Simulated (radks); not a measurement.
Coulomb parameter of the 4d shell of the silver ion Ag2+ in the model configuration [Kr] 4d8 5s1, as a second difference U = [E(n + 0.5) + E(n - 0.5) - 2 E(n)] / (0.5)^2 with all orbitals relaxed. "Bare": the charge of the atom changes with n. "Screened": the 5s shell takes up the change at fixed total charge, which measures U(4d,4d) + U(5s,5s) - 2 U(4d,5s). All-electron calculation, scalar-relativistic Kohn-Sham, LDA (Slater exchange, Perdew-Wang correlation), spin-unpolarised, spherical densities, finite nucleus; Fermi nuclear charge, rms radius 4.5454 fm. Program: a radial shooting solver on a logarithmic mesh with Libxc functionals.

case              configuration  E - E(n) (eV)
start              [Kr] 4d8 5s1          0.000
bare +0.5        [Kr] 4d8.5 5s1        -14.815
bare -0.5        [Kr] 4d7.5 5s1         18.443
screened +0.5  [Kr] 4d8.5 5s0.5         -4.826
screened -0.5  [Kr] 4d7.5 5s1.5          5.421

U(bare) = 14.512 eV, U(screened by 5s) = 2.380 eV, against the Slater integral F0(4d,4d) = 19.422 eV with frozen orbitals.
